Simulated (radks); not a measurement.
The nuclear charge of the magnesium ion Mg+ is varied continuously with 11 electrons held in [Ne] 3s1. Method: scalar-relativistic Kohn-Sham, PBE, spin-polarised, spherical densities, finite nucleus; open shells are filled with parallel spins first; Fermi nuclear charge, rms radius 3.057 fm; computed with a radial shooting solver on a logarithmic mesh with Libxc functionals. By the Hellmann-Feynman theorem dE/dZ = E(electron-nucleus)/Z, the electronic potential at the nucleus (averaged over a nucleus of fixed radius). The scalar-relativistic energy here is not variational (the density holds large components alone), so the two differ by a part that grows with Z.

| Z | E (hartree) | E(electron-nucleus)/Z (hartree) | HOMO | e(HOMO) (eV) | <r> HOMO (bohr) |
|---|---|---|---|---|---|
| 11.5 | -180.67391 | -37.6013 | 3s | -6.977 | 3.243 |
| 11.75 | -190.20612 | -38.6466 | 3s | -9.329 | 2.981 |
| 12 | -199.99959 | -39.6907 | 3s | -11.917 | 2.768 |
| 12.25 | -210.05408 | -40.7340 | 3s | -14.733 | 2.590 |
| 12.5 | -220.36942 | -41.7766 | 3s | -17.769 | 2.438 |
| 12.75 | -230.94548 | -42.8189 | 3s | -21.020 | 2.307 |
| 13 | -241.78221 | -43.8609 | 3s | -24.484 | 2.192 |

The central difference of E at Z = 12 is -39.696 hartree, to compare with the third column; the second derivative is -4.18 hartree.
